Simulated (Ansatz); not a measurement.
Relaxation of Cl$_{3}$HOSi (6 atoms, charge 0, multiplicity 1), to a largest force component of 0.015 eV/Å in at most 40 steps.

The calculation used RKS PBE-D4/STO-3G (Ansatz 0.2.0).

```xyz
6
Properties=species:S:1:pos:R:3:forces:R:3
O -0.754 0.407 1.022 0.97 5.66 -1.48
Si 0.176 0.081 -0.258 -0.53 0.83 1.30
Cl 1.744 -0.940 0.438 2.85 -1.62 0.91
Cl -0.778 -1.084 -1.546 -1.76 -2.10 -2.55
Cl 0.786 1.770 -1.202 0.35 1.55 -0.53
H -1.131 -0.299 1.501 -1.88 -4.31 2.35
```

Task: Where does it end, and by what steps?

Result: It converged. Limits of this set-up: minimal basis. After 6 steps the energy has fallen by 0.932 eV; O1 moved furthest, 0.17 Å.

```
step  energy less start (eV)  largest force component (eV/Å)  accepted
   0                  0.0000                           5.657       yes
   1                 -0.8130                           1.619       yes
   2                 -0.8813                           0.820       yes
   3                 -0.9240                           0.463       yes
   4                 -0.9303                           0.225       yes
   5                 -0.9317                           0.050       yes
   6                 -0.9319                           0.003       yes
```

```xyz
6
Properties=species:S:1:pos:R:3
O -0.825 0.558 1.037
Si 0.176 0.057 -0.235
Cl 1.871 -1.022 0.436
Cl -0.828 -1.184 -1.626
Cl 0.776 1.840 -1.160
H -1.128 -0.314 1.502
```

Run time: 13 s on 1 thread of Arm Neoverse V2 (shared host), peak memory 0.12 GiB.
